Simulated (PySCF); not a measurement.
Species: C₆H₇O₂ (doublet state).
Structure used (GFN2-xTB), in Å, numbered top down from 1:
```xyz
15
C6H7O2 angstrom
C      3.5665    0.3078    1.3366
C      2.5460   -0.1139    0.8683
C      1.3156   -0.6741    0.3520
O      0.7490   -1.6150    0.8458
O      0.9276   -0.0086   -0.7324
C     -0.3255   -0.4266   -1.3554
C     -1.4794    0.2790   -0.7711
C     -2.2417   -0.2856    0.3565
H      4.4599    0.6883    1.7377
H     -0.1783   -0.1736   -2.4085
H     -0.4134   -1.5100   -1.2238
H     -1.6205    1.3155   -1.0292
H     -1.8285    0.0442    1.3190
H     -2.2027   -1.3731    0.3511
H     -3.2791    0.0481    0.3315
```

The hyperfine couplings belong to this conformer and change with its torsions.

As a line formula: `C(OC(=O)C#C)[CH]C` [radical].

Computed, not measured: PySCF 2.14.0, UKS B3LYP, pcH-1 on C H O, non-relativistic, mean-field spin-orbit, GIAO. One conformer (not necessarily the lowest) at the GFN2-xTB geometry, without solvent, vibrations or thermal averaging. GFN2-xTB frequencies show an imaginary mode (49i cm⁻¹), so this geometry is no minimum at that level. A GFN2-xTB geometry isn't a minimum of the functional, and hyperfine couplings can be far from their values at a DFT geometry. The SCF solution wasn't tested for stability.

Mulliken spin populations: C1 +0.003, C2 +0.001, C3 -0.005, O4 +0.005, O5 +0.046, C6 -0.036, C7 +0.998, C8 -0.082, H9 0.000, H10 +0.011, H11 +0.003, H12 -0.042, H13 +0.067, H14 +0.009, H15 +0.021.

Q: Give the computed dipolar 1H tensors of H9, H10, H11, H13, H14, H15.

A: 
```json
{"atom": "H9", "position": "6 bonds from C7", "distance from C7 (Å)": "6.46", "T1 (MHz)": "-0.46", "T2": "-0.29", "T3": "0.76"}
{"atom": "H10", "position": "β, 2 bonds from C7", "distance from C7 (Å)": "2.14", "T1 (MHz)": "-6.64", "T2": "-3.18", "T3": "9.82"}
{"atom": "H11", "position": "β, 2 bonds from C7", "distance from C7 (Å)": "2.13", "T1 (MHz)": "-5.96", "T2": "-3.81", "T3": "9.77"}
{"atom": "H13", "position": "β, 2 bonds from C7", "distance from C7 (Å)": "2.13", "T1 (MHz)": "-5.63", "T2": "-2.73", "T3": "8.35"}
{"atom": "H14", "position": "β, 2 bonds from C7", "distance from C7 (Å)": "2.12", "T1 (MHz)": "-4.69", "T2": "-4.20", "T3": "8.89"}
{"atom": "H15", "position": "β, 2 bonds from C7", "distance from C7 (Å)": "2.12", "T1 (MHz)": "-4.88", "T2": "-4.44", "T3": "9.32"}
```

Q: Estimate them with point dipoles: put each population ρk at its nucleus, leave out the nucleus itself and the atom bound to it, and sum T = Σ [ρk/(2S)]·C·(3 n nᵀ − 1)/r³ with C = μ0 gₑ μB g_N μN/(4π h) = 79.06 MHz Å³.

A: 
```csv
atom,T1 (MHz),T2,T3,"T3, computed",difference in T3 (%)
H9,-0.33,-0.32,0.64,0.76,-15
H10,-8.32,-7.08,15.40,9.82,+57
H11,-8.13,-7.42,15.55,9.77,+59
H13,-8.24,-7.50,15.75,8.35,+88
H14,-8.74,-6.87,15.61,8.89,+76
H15,-8.99,-6.69,15.69,9.32,+68
```

In T3 the estimate is closest for H9 (-15 %, 6.46 Å from C7) and worst for H13 (+88 %, 2.13 Å).

Q: If all the spin sat on C7, T∥ = 2C/r³. What distance does the computed T3 of H9 then imply?

A: r = (2 × 79.06/0.76)^(1/3) = 5.93 Å, against 6.46 Å in the structure.

The run took 67 s wall (grids of density and orbitals included) on Arm Neoverse V2, one thread, shared host with 32 logical CPUs at a one-minute load of 26, and the process peaked at 0.97 GiB of memory.
